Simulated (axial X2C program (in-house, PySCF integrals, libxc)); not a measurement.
# What spin–orbit coupling does to TeN

All values were computed with an in-house all-electron X2C program for linear molecules (integrals from PySCF). Spin-free means the one-electron spin-free X2C Hamiltonian; two-component (2c) means X2C with spin–orbit coupling and atomic mean-field two-electron Coulomb and Gaunt terms, so the difference of the two also holds small scalar two-electron terms. Basis: Te dyall-cv3z [11s12p8d4f1g], N dyall-av3z [7s7p3d2f] (cores contracted in-house); Gaussian nuclei, density fitting, unrestricted open shells. Masses: Te 129.906 u, N 14.003 u.

Spin-free state: M_S = 1/2, Λ = 1 (beyond evenly filled blocks: π+α); fragments Te + N.

| level | Re (Å) | ωe (cm⁻¹) | De (eV) |
| --- | --- | --- | --- |
| CCSD | 1.861 | 754.6 | 2.104 |
| CCSD(T) | 1.852 | 805.7 | 2.426 |

Correlated methods: 11 electrons correlated (number of frozen shells: Te 4 s, 3 p, 2 d; N 1 s), 247 virtual spin orbitals or spinors in MP2, 90 natural virtuals in coupled cluster.

Dipoles are positive if N is the positive end.

(1) Within this multiplet, which Ω should lie lowest by the rule for regular and inverted multiplets?

Two-component determinant lowest at the distance of the search:

Ω = 1/2 (⟨Sz⟩ = -0.50, ⟨Lz⟩ = 1.00 at HF); fragments Te + N.

```csv
level,Re (Å),ωe (cm⁻¹),De (eV)
CCSD,1.872,726.1,1.983
CCSD(T),1.862,770.8,2.275
```

(2) From the two tables, how do the constants change at the CCSD(T) level (2c against spin-free)?

The state is one determinant whose occupation by symmetry is held fixed; it was picked as the lowest of a PBE0 search that is not exhaustive. Dissociation energies refer to the lowest single-determinant-based atoms at the same level and basis. Coupled cluster ran in a truncated set of natural virtual spinors; the MP2 energy of the rest was added. (T) has no such correction and the atoms are truncated less, which lowers De at CCSD(T) by a hundredth of an eV or more. The determinant is spin-polarised beyond a pure state at some levels (its spin-free form has ⟨S²⟩ too high), which makes Re and μ there less reliable. The T1 diagnostic is large, a sign of multireference character. With the outer-core shells frozen, correlated bond lengths of heavy atoms tend to come out a few hundredths of an ångström too long.

Answers

(1) The open π shell holds one electron, so the multiplet is regular: Ω = Λ − 1/2 = 1/2. The PBE0 2c search agrees.

(2) At the CCSD(T) level Re goes up by 0.010 Å and ωe goes down by 34.9 cm⁻¹; De changes by -0.151 eV.
